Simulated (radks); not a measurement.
Problem. Bi, 83 electrons, occupied as [Hg] 6p3 (the NIST ground configuration). Method: Dirac Kohn-Sham, PBE, spin-unpolarised, spherical densities, finite nucleus; open shells are shared between the two j in proportion to 2j + 1; Fermi nuclear charge, rms radius 5.5211 fm; computed with a radial shooting solver on a logarithmic mesh with Libxc functionals.

Spin-orbit splittings of the eigenvalues, e(l+1/2) - e(l-1/2), with zeta = 2 splitting/(2l+1) and mean radii in bohr:

shell  occ.  splitting (eV)  zeta (eV)  <r> j=l-1/2  <r> j=l+1/2
2p        6            2319       1546      0.05388      0.06293
3p        6           519.3      346.2       0.1615       0.1780
3d       10           110.1      44.04       0.1545       0.1595
4p        6           128.0      85.31       0.3778       0.4124
4d       10           23.89      9.556       0.4161       0.4271
4f       14               ?          ?       0.4381       0.4442
5p        6           24.63      16.42       0.8856       0.9751
5d       10           2.997      1.199        1.211        1.255
6p        3           1.920      1.280        2.751        3.203

Estimate the 4f splitting.

Solution. 5.490 eV (zeta = 1.569 eV).
